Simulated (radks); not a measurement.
Values are calculated unless marked as measured or tabulated.
The technetium ion Tc4+, 39 electrons, occupied as [Kr] 4d3. Level of theory: non-relativistic Kohn-Sham, PBE, spin-unpolarised, spherical densities, point nucleus; relativity is left out, which matters for an element this heavy (a radial shooting solver on a logarithmic mesh with Libxc functionals).

Radial electron density D(r) = 4 pi r^2 rho(r):

```
   r/bohr * D(r) (the largest magnitude, 66.6, reaches the edge; | marks zero)
 0.001523 |*
 0.001983 | *
 0.002582 |  *
 0.003362 |    *
 0.004378 |       *
 0.005701 |          *
 0.007423 |                *
 0.009666 |                      *
  0.01259 |                              *
  0.01639 |                                     *
  0.02134 |                                          *
  0.02779 |                                           *
  0.03618 |                                        *
  0.04712 |                                     *
  0.06135 |                                       *
  0.07989 |                                               *
    0.104 |                                                      *
   0.1355 |                                                  *
   0.1764 |                                       *
   0.2297 |                                   *
   0.2991 |                                         *
   0.3894 |                                       *
   0.5071 |                        *
   0.6603 |           *
   0.8597 |         *
    1.119 |         *
    1.458 |     *
    1.898 | *
    2.472 *
    3.218 *
    4.191 *
```

D(r) has 4 maxima, at r = 0.0257, 0.109, 0.332, 0.962 bohr, and minima at 0.0498, 0.217, 0.800 bohr, inside which lie 2.04, 11.20, 29.17 electrons.
